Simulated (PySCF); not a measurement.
A calculated (LDA, PySCF 2.14, 6-31G*, the non-relativistic Hamiltonian (point nucleus)) atom or ion has these occupied shells.

```tsv
shell	electrons	orbital energy (eV)	rms radius, mean of both spins (bohr)
1s α	1	-285.74	0.315
1s β	1	-285.17	0.315
2s α	1	-26.156	1.62
2s β	1	-24.637	1.62
2p α	1	-17.807	1.64
```

Task: Name the element and its charge.

Result: C⁺ (carbon, charge +1), in [He] 2s2 2p1, 2P determinant.
